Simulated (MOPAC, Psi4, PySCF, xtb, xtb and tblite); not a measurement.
Two geometries of diglyme, SMILES COCCOCCOC (C6H14O3), relaxed at GFN2-xTB with one dihedral held; other torsions can differ between them too.

Structure A

```
23

C     -1.4414    -1.7441     4.1140
O     -1.4531    -0.4553     4.6805
C     -0.8154     0.5278     3.9048
C     -1.4130     0.7370     2.5098
O     -0.8311    -0.1889     1.6111
C     -1.2317    -0.0297     0.2766
C     -2.6643    -0.4951    -0.0074
O     -3.5737     0.5215     0.3465
C     -4.9095     0.1811     0.0817
H     -1.8612    -2.4099     4.8666
H     -2.0443    -1.7955     3.2036
H     -0.4196    -2.0577     3.8714
H      0.2502     0.2804     3.7795
H     -0.9097     1.4478     4.4847
H     -2.5025     0.6201     2.5478
H     -1.1920     1.7597     2.1705
H     -1.1422     1.0219    -0.0310
H     -0.5380    -0.6409    -0.3056
H     -2.7631    -0.7271    -1.0795
H     -2.8721    -1.4137     0.5630
H     -5.0633    -0.0197    -0.9860
H     -5.5135     1.0345     0.3824
H     -5.2167    -0.7043     0.6526
```

Structure B

```
23

C      3.1078     3.3548    -2.1944
O      3.7319     3.0627    -0.9660
C      2.9035     2.9196     0.1765
C      1.4177     2.6249    -0.0590
O      1.1272     1.4651    -0.8093
C      1.3448     0.2272    -0.1766
C      2.7946    -0.2776    -0.2430
O      3.4064    -0.1034     1.0176
C      4.7604    -0.4779     1.0238
H      3.9156     3.3866    -2.9245
H      2.6098     4.3323    -2.1755
H      2.3856     2.5867    -2.4825
H      3.3507     2.1267     0.7796
H      2.9416     3.8568     0.7571
H      0.9498     3.4390    -0.6178
H      0.9438     2.5602     0.9319
H      0.6911    -0.4706    -0.7060
H      1.0460     0.2709     0.8789
H      3.3416     0.2801    -1.0163
H      2.8116    -1.3446    -0.5121
H      5.3431     0.1326     0.3234
H      5.1234    -0.3173     2.0370
H      4.8791    -1.5350     0.7555
```

Which is lower in energy at the level Psi4 1.11 with B3LYP-D3(BJ)/def2-SVP // GFN2-xTB, and by how much?

A is lower, by 13.22 kJ/mol (dihedral C4–C3–O2–C1: 60° in A, 20° in B).

E(B) − E(A) in kJ/mol at the other levels, on the same two geometries: GFN2-xTB (xtb and tblite) 11.13; B3LYP/def2-SVP // GFN2-xTB (Psi4) 18.59; PBE/def2-SVP // GFN2-xTB (Psi4) 16.26; PBE-D3(BJ)/def2-SVP // GFN2-xTB (Psi4) 12.91; PM6, restricted, heats of formation // GFN2-xTB (MOPAC) 2.17; PM3, restricted, heats of formation // GFN2-xTB (MOPAC) 15.36; GFN1-xTB // GFN2-xTB (xtb) 11.69; restricted B3LYP/6-31G*, spherical d, density fitting // GFN2-xTB (PySCF) 19.68; restricted Hartree-Fock/3-21G, density fitting // GFN2-xTB (PySCF) 14.08; restricted B3LYP/LANL2DZ, density fitting // GFN2-xTB (PySCF) 16.52; restricted MP2 (frozen core)/6-31G*, spherical d // GFN2-xTB (PySCF) 19.65.
